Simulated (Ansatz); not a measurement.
Si(Me)(OH)3 (CH₆O₃Si), SMILES O[Si](C)(O)O. Atoms are numbered in the order given.

```xyz
11

C      0.0000     0.0000    -1.9828
Si     0.0001     0.0001    -0.1308
O     -1.4153    -0.6640     0.4471
O      0.1326     1.5579     0.4470
O      1.2830    -0.8936     0.4468
H     -0.9351     0.4327    -2.3718
H      0.8422     0.5933    -2.3718
H      0.0927    -1.0261    -2.3717
H     -1.2994    -1.3874     1.0741
H     -0.5517     1.8190     1.0742
H      1.8510    -0.4319     1.0745
```

Geometry: B3LYP-D3(BJ)/def2-SVP. One conformer was computed; it need not be the lowest.

Two levels are set side by side: PBE-D3(BJ)/def2-SVP (Ansatz, a first-principles code) and B3LYP-D3(BJ)/def2-SVP (Ansatz). Each level has its own optimised geometry; the coordinates shown are those of the second. Differences are taken from unrounded values.

```json
[
 {"quantity": "mean bond length (Å)", "B3LYP-D3(BJ)": "1.305", "PBE-D3(BJ)": "1.314", "PBE-D3(BJ) minus B3LYP-D3(BJ)": "0.010"},
 {"quantity": "bond C1–Si2 (Å)", "B3LYP-D3(BJ)": "1.852", "PBE-D3(BJ)": "1.858", "PBE-D3(BJ) minus B3LYP-D3(BJ)": "0.006"},
 {"quantity": "bond Si2–O3 (Å)", "B3LYP-D3(BJ)": "1.667", "PBE-D3(BJ)": "1.681", "PBE-D3(BJ) minus B3LYP-D3(BJ)": "0.014"},
 {"quantity": "bond Si2–O4 (Å)", "B3LYP-D3(BJ)": "1.667", "PBE-D3(BJ)": "1.681", "PBE-D3(BJ) minus B3LYP-D3(BJ)": "0.014"},
 {"quantity": "bond Si2–O5 (Å)", "B3LYP-D3(BJ)": "1.667", "PBE-D3(BJ)": "1.681", "PBE-D3(BJ) minus B3LYP-D3(BJ)": "0.014"},
 {"quantity": "bond C1–H6 (Å)", "B3LYP-D3(BJ)": "1.101", "PBE-D3(BJ)": "1.108", "PBE-D3(BJ) minus B3LYP-D3(BJ)": "0.007"},
 {"quantity": "bond C1–H7 (Å)", "B3LYP-D3(BJ)": "1.101", "PBE-D3(BJ)": "1.108", "PBE-D3(BJ) minus B3LYP-D3(BJ)": "0.007"},
 {"quantity": "bond C1–H8 (Å)", "B3LYP-D3(BJ)": "1.101", "PBE-D3(BJ)": "1.108", "PBE-D3(BJ) minus B3LYP-D3(BJ)": "0.007"},
 {"quantity": "bond O3–H9 (Å)", "B3LYP-D3(BJ)": "0.964", "PBE-D3(BJ)": "0.973", "PBE-D3(BJ) minus B3LYP-D3(BJ)": "0.009"},
 {"quantity": "bond O4–H10 (Å)", "B3LYP-D3(BJ)": "0.964", "PBE-D3(BJ)": "0.973", "PBE-D3(BJ) minus B3LYP-D3(BJ)": "0.009"},
 {"quantity": "bond O5–H11 (Å)", "B3LYP-D3(BJ)": "0.964", "PBE-D3(BJ)": "0.973", "PBE-D3(BJ) minus B3LYP-D3(BJ)": "0.009"}
]
```

GGA bonds tend to be longer and softer than those of functionals with exact exchange. Differences between two approximate levels are no errors against the true value.
